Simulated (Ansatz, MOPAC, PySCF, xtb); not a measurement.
Noncovalent pair: SiH4 (SMILES [SiH4]) (first 5 atoms) with C2H4 (SMILES C=C); geometry from B3LYP-D3(BJ)/def2-TZVP.
(charge 0, multiplicity 1):
```xyz
11

Si    -0.123    -0.186    -0.105
H     -1.163     0.767     0.342
H     -0.184    -0.314    -1.582
H     -0.360    -1.511     0.507
H      1.215     0.314     0.280
C      0.331    -0.465     3.540
C     -0.127     0.775     3.450
H      1.369    -0.704     3.340
H     -0.312    -1.292     3.813
H     -1.166     1.013     3.646
H      0.516     1.601     3.173
```

Monomers are frozen at their geometry in the pair; levels with a basis set take the counterpoise correction.

The state that PM3 reach isn't checked.

Programs: Ansatz (an electronic-structure program); MOPAC for PM3 (differences of heats of formation); PySCF for the dispersion terms; xtb for the GFN methods. Each number belongs to the level named beside it.

**Question.** One of these levels gives -1.38 kcal/mol for the interaction energy. Which?
A. PM3
B. GFN2-xTB
C. CAM-B3LYP-D3(BJ)/def2-TZVPPD
D. BHLYP/def2-TZVPPD

**Answer.** C, CAM-B3LYP-D3(BJ)/def2-TZVPPD. The others give 0.71 (PM3), -0.99 (GFN2-xTB), 0.14 (BHLYP/def2-TZVPPD)
